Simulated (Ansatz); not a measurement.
Gas-phase electronic energies from Ansatz, PBE0-D4/def2-TZVP geometries. CBS: MP2 limit from def2 TZ/QZ plus the TZ coupled-cluster correction, frozen cores. This one scheme is used for every species, atoms too. No spin–orbit coupling; open shells (•) take unrestricted orbitals. Spin–orbit coupling would lower the free atoms: a little for C, Cl, O; strongly for Sn. def2 core potentials past Kr. Bonds to Sn are less sure, by a few kJ/mol each and by 10 to 20 or more in all where they break to atoms, as the def2 sets lack core-valence functions. Each species was taken in one conformer, which may not be the lowest.

Reaction (atomization): `C[O][SnH]([Cl])[Cl]` → C• + 2 Cl• + 4 H• + O• + Sn•

```tsv
level	ΔE (eV)
CCSD(T)/def2-SVP	27.99
CCSD/CBS(def2)	29.85
```

(1) What does CCSD(T)/CBS give? (Best estimate.)

Largest T1 diagnostic among the species: 0.013.

Answers

(1) Computed: +30.44 eV. The listed levels differ from it by -2.45, -0.59 eV.

From PBE to PBE0 (25 % exact exchange), in def2-TZVPP and without D4, ΔE moves by −0.60 eV: exact exchange takes away binding that semilocal exchange gives to molecules. At CCSD(T), def2-SVP lies −2.45 eV from the extrapolated value and def2-TZVPP −1.08 eV: correlation converges slowly with the basis, and small sets miss more of it in the bonded molecule than in its fragments.

For atomizations the MP2-based limit and the directly extrapolated one differ by several kJ/mol either way, and by 10 to 25 for some Ge, Se and Sn compounds, so smaller differences from it don't rank the levels.
